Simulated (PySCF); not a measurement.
S3, SMILES [S-]S[S], charge -1, multiplicity 2. Atoms are numbered in the order given.

```xyz
3

S      0.0000     0.0000     0.7296
S      0.0000     1.7156    -0.3648
S      0.0000    -1.7156    -0.3648
```
Charge -1, spin multiplicity 2.

Geometry: B3LYP-D3(BJ)/def2-SVPD.

The numbers are results of PBE0/pcH-1 (PySCF), not measurements.

Unrestricted Kohn–Sham, ⟨S²⟩ = 0.753. Hyperfine tensors hold the contact and dipolar terms, without spin-orbit corrections.

Problem. Estimate the hyperfine couplings. (An estimate is asked for; the answer gives what the named calculation found.)

Solution. 
| nucleus | A(iso) (MHz) | A(iso) (G) | dipolar principal values (MHz) |
|---|---|---|---|
| 33S no. 1 | 17.8 | 6.4 | -44.0, -41.6, 85.6 |
| 33S no. 2 | 2.9 | 1.0 | -31.3, -30.2, 61.5 |
| 33S no. 3 | 2.9 | 1.0 | -31.3, -30.2, 61.5 |

Problem. And the g tensor (effective nuclear charges for spin-orbit coupling, GIAO)? (An estimate is asked for; the answer gives what the named calculation found.)

Solution. principal values 2.0015, 2.0457, 2.0690; isotropic 2.0388.
